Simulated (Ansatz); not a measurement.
Consider the cleavage of the B–Si bond: `C[SiH2]BO[SiH3]` + H₂S → `[SiH3]OBS` + `C[SiH3]`.

Computed with Ansatz on PBE0-D4/def2-TZVP structures; ΔE is electronic, products minus reactants. CBS: MP2 limit from def2 TZ/QZ plus the TZ coupled-cluster correction, frozen cores. This one scheme is used for every species. DFT in def2-TZVPP. One conformer a species, not always the lowest.

`C[SiH2]BO[SiH3]`:

Z-matrix (Å, degrees):
```
C
Si 1 1.880
H 1 1.093 2 110.6
H 1 1.093 2 111.0 3 -119.8
H 1 1.092 2 111.1 3 120.1
B 2 2.032 1 112.1 3 55.9
H 2 1.497 1 108.8 3 -62.5
H 2 1.492 1 110.0 3 -179.2
O 6 1.351 2 120.5 1 143.8
H 6 1.212 2 121.4 1 -37.6
Si 9 1.660 6 132.0 2 178.3
H 11 1.482 9 107.9 6 120.9
H 11 1.482 9 107.9 6 -120.2
H 11 1.485 9 110.0 6 0.4
```

H₂S:

```xyz
3

S    -0.097    0.600   -0.117
H     0.552   -0.064    0.850
H    -0.454   -0.536   -0.733
```

`[SiH3]OBS`:

Z-matrix (Å, degrees):
```
Si
O 1 1.646
H 1 1.481 2 108.1
H 1 1.488 2 111.3 3 120.2
H 1 1.481 2 107.9 3 -119.6
B 2 1.348 1 142.0 3 -116.4
S 6 1.807 2 125.7 1 -0.2
H 6 1.196 2 119.3 1 179.8
H 7 1.345 6 98.4 2 -0.1
```

`C[SiH3]`:

Z-matrix (Å, degrees):
```
C
Si 1 1.871
H 1 1.092 2 110.8
H 1 1.092 2 110.8 3 -120.0
H 1 1.092 2 110.8 3 120.0
H 2 1.488 1 110.7 3 -179.9
H 2 1.488 1 110.7 3 -59.9
H 2 1.488 1 110.7 3 60.1
```

```json
{"species": "`C[SiH2]BO[SiH3]`", "ωB97X-V energy (Eh)": "-722.58777"}
{"species": "H₂S", "ωB97X-V energy (Eh)": "-399.34253"}
{"species": "`[SiH3]OBS`", "ωB97X-V energy (Eh)": "-790.79665"}
{"species": "`C[SiH3]`", "ωB97X-V energy (Eh)": "-331.17281"}
```

Task: Work out ΔE.

Result: ΔE = (-790.79665) + (-331.17281) − (-722.58777) − (-399.34253) = -0.03916 Eh = -1.07 eV. CCSD(T)/CBS gives -1.08 eV.

Largest T1 diagnostic among the species: 0.013.
